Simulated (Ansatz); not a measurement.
Ansatz (a program for electronic structure) input file for F3OSi, SMILES [O][Si](F)(F)F, multiplicity 2, PBE0/def2-SVPD. Coordinates come from a B3LYP-D3(BJ)/def2-SVP optimisation. The isomer is the one that the SMILES or the coordinates give; other isomers of the formula were not compared.

Ansatz 0.2 input:
```yaml
crystal:
  periodic: [false, false, false]
  atoms:
    - {symbol: O, position_ang: [-1.06172789, 1.31856358, 0.00000002]}
    - {symbol: Si, position_ang: [-0.00598005, 0.02482182, 0.00000000]}
    - {symbol: F, position_ang: [-0.92487290, -1.27769211, -0.00000006]}
    - {symbol: F, position_ang: [0.93896670, 0.03351197, -1.28386951]}
    - {symbol: F, position_ang: [0.93896663, 0.03351190, 1.28386955]}
basis:
  gaussian:
    orbitals: def2-SVPD
hamiltonian:
  xc: {name: PBE0}
magnetization: {spin_polarized: true, initial_magnetization: 1}
```

It prints:

```
WARN ansatz: RAYON_NUM_THREADS=1 ignored (pool sized by the plan → 1); use --threads N
Functional definition: PBE0
integrals: 0.05 GiB planned
985 factors; their error is unknown
mean field: 0.57 GiB planned
mean field evaluation 1: about -18051.4713 eV, gradient 3.7e1 eV
mean field evaluation 2: about -18047.7849 eV, gradient 5.1e1 eV
mean field evaluation 4: about -18055.7770 eV, gradient 1.7e0 eV
mean field evaluation 8: about -18055.7885 eV, gradient 5.9e-2 eV
mean field evaluation 16: about -18055.9188 eV, gradient 2.2e-4 eV
mean field evaluation 32: about -18055.9188 eV, gradient 8.7e-6 eV
mean field -18055.91880412 eV, -663.5427773101 hartree, gradient 8.7e-6 eV, S^2 0.752659; 1 other end points of the search recorded, 0 dependent functions left out
reference -18055.91884023 eV, -663.5427786372 hartree; 25, 24 occupied and 91, 92 virtual orbitals, 985 factors
Total energy: -18055.91884023 eV, -663.5427786372 hartree
```

Self-consistency was reached.
